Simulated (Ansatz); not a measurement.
A made-up structure of AlB2H2Cl, closed shell:

```csv
atom,x (Å),y (Å),z (Å)
Cl1,-1.2483,-2.7155,0.0847
Al2,-0.3816,-0.8258,0.0269
B3,1.0045,0.6639,-0.4094
B4,-0.1390,1.2158,0.3500
H5,1.8659,0.1113,-1.0114
H6,1.6688,1.6026,-0.4222
```

It is relaxed with PBE-D4/def2-SVP and then PBE0-D4/def2-TZVP (Ansatz 0.2.0). Atoms count as bonded within 1.22 times the sum of their covalent radii (H–H: 0.88 Å). The end point is not checked to be a true minimum.

Problem. Does its bonding change? (Judge from chemistry; the calculation decides.)

Solution. The calculation gives: Yes. Formed: B4–H6; broken: none.

Where it ends: The first stage lowers the energy by 2.58 eV in 11 steps. It ends as AlB₂H₂Cl ([Cl][Al]1[B]2[H][BH]21):
```
6
angstrom
Cl -1.2725 -2.5481 0.4167
Al -0.4216 -0.6620 0.2293
B 1.1436 0.5645 -0.8675
B -0.0223 1.1930 -0.1086
H 2.1508 0.3996 -1.4703
H 1.1922 1.1053 0.4190
```

Labels in which every atom is bracketed show which atoms are joined, not bond orders.

For scale, one of the runs: PBE0-D4/def2-TZVP relaxation, 148 basis functions, launched by `ansatz run in.yaml --threads 2 --pin off --events-out ev --progress --plain --max-ram 4352MiB`. The run took about 18 s on 2 CPU threads of an Arm Neoverse V2 (shared host).
